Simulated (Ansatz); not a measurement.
Geometry optimisation, Ansatz 0.2.0, RKS PBE-D4/def2-SVP.

input.yaml

```yaml
crystal:
  periodic: [false, false, false]
  atoms:
    - { symbol: B, position_ang: [0.0, 0.0, 0.0] }
    - { symbol: F, position_ang: [0.0, 0.0, 1.67] }
    - { symbol: H, position_ang: [1.0305, 0.0, -0.595] }
    - { symbol: C, position_ang: [-1.3856, 0.0, -0.8] }
    - { symbol: H, position_ang: [-1.9458, -0.9305, -0.5708] }
    - { symbol: H, position_ang: [-1.9898, 0.8797, -0.4946] }
    - { symbol: H, position_ang: [-1.1839, 0.0508, -1.8903] }
    - { symbol: P, position_ang: [0.0924, -2.0952, 0.6969] }
    - { symbol: H, position_ang: [-0.6759, -2.9172, -0.1694] }
    - { symbol: H, position_ang: [1.442, -2.5368, 0.6936] }
    - { symbol: H, position_ang: [0.047, -1.0662, 1.6663] }
basis:
  gaussian: { orbitals: def2-SVP }
hamiltonian:
  xc: pbe
  dispersion: d4
relax:
  f_tol: 0.15
  max_steps: 25
  restrain:
    - { distance: [0, 7], at: 3.11, k: 30.0 }
    - { distance: [10, 1], at: 2.12, k: 30.0 }
    - { distance: [0, 1], at: 1.32, k: 30.0 }
    - { distance: [10, 7], at: 1.42, k: 30.0 }
```

Run as:

```bash
$ ansatz run input.yaml --threads 2 --pin off --max-ram 3072MiB --backend cpu --events-out ev --progress --plain --runs-dir out
```

Task: Where does it end, and by what steps?

Result: It converged. The restraints hold the end off the free minimum; the threshold counts their pulls, which the force column leaves out. Restrained pairs: B1–P8 (2.21 → 3.12 Å), F2–H11 (1.07 → 2.13 Å), B1–F2 (1.67 → 1.34 Å), P8–H11 (1.41 → 1.43 Å). After 12 steps the energy has fallen by 3.278 eV (the restraints' own energy left out); P8 moved furthest, 0.83 Å.

| step | energy less start (eV) | largest force component (eV/Å) | accepted |
| --- | --- | --- | --- |
| 0 | 0.0000 | 5.899 | yes |
| 1 | -0.5468 | 3.240 | yes |
| 2 | -1.0757 | 2.711 | yes |
| 3 | -1.8266 | 2.411 | yes |
| 4 | -2.7389 | 1.701 | yes |
| 5 | -3.1692 | 0.849 | yes |
| 6 | -3.2292 | 0.534 | yes |
| 7 | -3.2327 | 0.634 | yes |
| 8 | -3.2344 | 0.626 | yes |
| 9 | -3.2629 | 0.575 | yes |
| 10 | -3.2692 | 0.551 | yes |
| 11 | -3.2758 | 0.537 | yes |
| 12 | -3.2776 | 0.579 | yes |

```xyz
11
Properties=species:S:1:pos:R:3
B -0.105 0.122 0.138
F -0.199 0.490 1.419
H 1.024 0.069 -0.324
C -1.414 0.025 -0.721
H -2.291 -0.337 -0.147
H -1.655 1.067 -1.038
H -1.300 -0.566 -1.650
P 0.267 -2.880 0.906
H -0.363 -2.572 -0.348
H 1.551 -2.401 0.470
H -0.085 -1.633 1.502
```

Time of the run: 9.4 s on 2 threads of AMD EPYC 9R45 96-Core Processor (Zen 5), with other jobs on the host, peak memory 0.17 GiB.
